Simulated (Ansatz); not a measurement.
One change: `COB(N)Br` becomes `NBBr`.

Ansatz, PBE0-D4/def2-TZVP geometries, multiplicity 1. Each molecule was computed in one conformer, which needn't be the lowest.

Scalar relativity is left out up to krypton.

| property | `COB(N)Br` |
| --- | --- |
| HOMO–LUMO gap (B3LYP/def2-TZVPP) / eV | 8.05 |
| LUMO energy (ωB97M-V/def2-TZVPP) / eV | 2.19 |
| HOMO–LUMO gap (PBE/def2-TZVPP) / eV | 6.44 |
| HOMO energy (PBE0/def2-TZVPP) / eV | -7.76 |
| LUMO energy (PBE/def2-TZVPP) / eV | 0.09 |
| size of the dipole moment (PBE/def2-TZVPP) / D | 1.51 |

Task: Give the same properties after the change, and the shifts. (Best estimate.)

Result: Ansatz gave: 
| property | `NBBr` | shift |
| --- | --- | --- |
| HOMO–LUMO gap (B3LYP/def2-TZVPP) / eV | 7.55 | -0.50 |
| LUMO energy (ωB97M-V/def2-TZVPP) / eV | 1.95 | -0.24 |
| HOMO–LUMO gap (PBE/def2-TZVPP) / eV | 5.77 | -0.67 |
| HOMO energy (PBE0/def2-TZVPP) / eV | -8.03 | -0.27 |
| LUMO energy (PBE/def2-TZVPP) / eV | -0.96 | -1.05 |
| size of the dipole moment (PBE/def2-TZVPP) / D | 2.80 | 1.29 |

With PBE0 the HOMO falls by 0.27 eV and the LUMO falls by 0.89 eV, so the gap narrows by about 0.62 eV. PBE moves the HOMO by -0.38 eV and ωB97M-V by -0.20 eV. Dipoles are sizes alone; their direction can turn.

B3LYP here is the variant with VWN-RPA as its local correlation; programs differ in this.

Spin–orbit coupling is left out; it splits and shifts lone-pair levels of the heavy atoms by tenths of an eV.
